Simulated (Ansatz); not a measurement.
A made-up structure of SiH3Te (charge -1), closed shell:

```json
{"atom": "Si1", "x (Å)": "-0.5907", "y (Å)": "-0.6287", "z (Å)": "-0.4709"}
{"atom": "Te2", "x (Å)": "0.7920", "y (Å)": "1.0318", "z (Å)": "0.5157"}
{"atom": "H3", "x (Å)": "-1.1602", "y (Å)": "-0.7409", "z (Å)": "1.0118"}
{"atom": "H4", "x (Å)": "0.7109", "y (Å)": "-1.5268", "z (Å)": "-0.2857"}
{"atom": "H5", "x (Å)": "0.2480", "y (Å)": "1.8647", "z (Å)": "-0.7709"}
```

It is relaxed with PBE-D4/def2-SVPD and then PBE0-D4/def2-TZVPD (Ansatz 0.2.0). Atoms count as bonded within 1.22 times the sum of their covalent radii (H–H: 0.88 Å). The end point is not checked to be a true minimum.

**Question.** Does its bonding change? (A judgement: the text doesn't fix the answer.)

**Answer.** Computed: No: no bond forms or breaks.

Where it ends: The first stage lowers the energy by 1.00 eV in 6 steps. It ends as SiH₃Te ([SiH2][TeH]), total charge -1:
Si1  (-0.604, -0.777, -0.401)
Te2  (0.827, 1.274, 0.420)
H3  (-1.177, -1.036, 1.001)
H4  (0.555, -1.764, -0.201)
H5  (0.399, 2.302, -0.818)
(Å)

Labels in which every atom is bracketed show which atoms are joined, not bond orders.

For scale, one of the runs: PBE0-D4/def2-TZVPD relaxation, 129 basis functions, launched by `ansatz run in.yaml --threads 2 --pin off --events-out ev --progress --plain --max-ram 4352MiB`. Hardware: 2 CPU threads of an Arm Neoverse V2, shared host. Wall time about 14 s.
